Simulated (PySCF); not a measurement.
**MTl cations for M along the third period**

CCSD(T) with double-zeta basis sets in PySCF, for the lowest determinant that a PBE0 search found; no spin–orbit coupling. De refers to high-spin ground-configuration atoms (the charge goes to the atom of lower measured ionisation energy or higher electron affinity, which is not always the lowest computed limit).

```json
{"M": "Na", "basis": "cc-pVDZ/cc-pVDZ-PP", "reference, frozen orbitals": "UHF, 5", "charged atom": "Na+", "state (unpaired electrons)": "doublet (σ ↑)", "Re (Å)": "3.592", "ωe (cm⁻¹)": "100.0", "De (eV)": "n/a"}
{"M": "Mg", "basis": "def2-SVP", "reference, frozen orbitals": "RHF, 5", "charged atom": "Tl+", "state (unpaired electrons)": "singlet (closed shell)", "Re (Å)": "3.407", "ωe (cm⁻¹)": "114", "De (eV)": "n/a"}
{"M": "Al", "basis": "def2-SVP", "reference, frozen orbitals": "UHF, 9", "charged atom": "Al+", "state (unpaired electrons)": "doublet (σ ↑)", "Re (Å)": "3.435", "ωe (cm⁻¹)": "111", "De (eV)": "n/a"}
{"M": "Si", "basis": "def2-SVP", "reference, frozen orbitals": "UHF, 9", "charged atom": "Tl+", "state (unpaired electrons)": "triplet (σ ↑, π ↑)", "Re (Å)": "3.294", "ωe (cm⁻¹)": "106", "De (eV)": "n/a"}
{"M": "P", "basis": "def2-SVP", "reference, frozen orbitals": "UHF, 9", "charged atom": "Tl+", "state (unpaired electrons)": "quartet (σ ↑, π ↑↑)", "Re (Å)": "3.353", "ωe (cm⁻¹)": "78.9", "De (eV)": "n/a"}
{"M": "S", "basis": "cc-pVDZ-PP/cc-pV(D+d)Z", "reference, frozen orbitals": "UHF, 9", "charged atom": "Tl+", "state (unpaired electrons)": "triplet (π ↑↑)", "Re (Å)": "3.301", "ωe (cm⁻¹)": "104", "De (eV)": "n/a"}
{"M": "Cl", "basis": "def2-SVP", "reference, frozen orbitals": "UHF, 9", "charged atom": "Tl+", "state (unpaired electrons)": "doublet (π ↑)", "Re (Å)": "3.287", "ωe (cm⁻¹)": "88.6", "De (eV)": "n/a"}
```

The shortest bond is that of TlCl⁺ (3.287 Å), the longest that of NaTl⁺ (3.592 Å).

The rows differ in basis set, which adds steps of its own.

The state changes along the series, so neighbouring rows are not always alike in their bonding.

Correlated steps freeze the inner cores (5 to 9 orbitals); shallow outer-core shells are correlated. Spin–orbit coupling is left out, which matters for elements this heavy, above all for dissociation energies. States were picked by a PBE0 search and need not be the measured ground states.
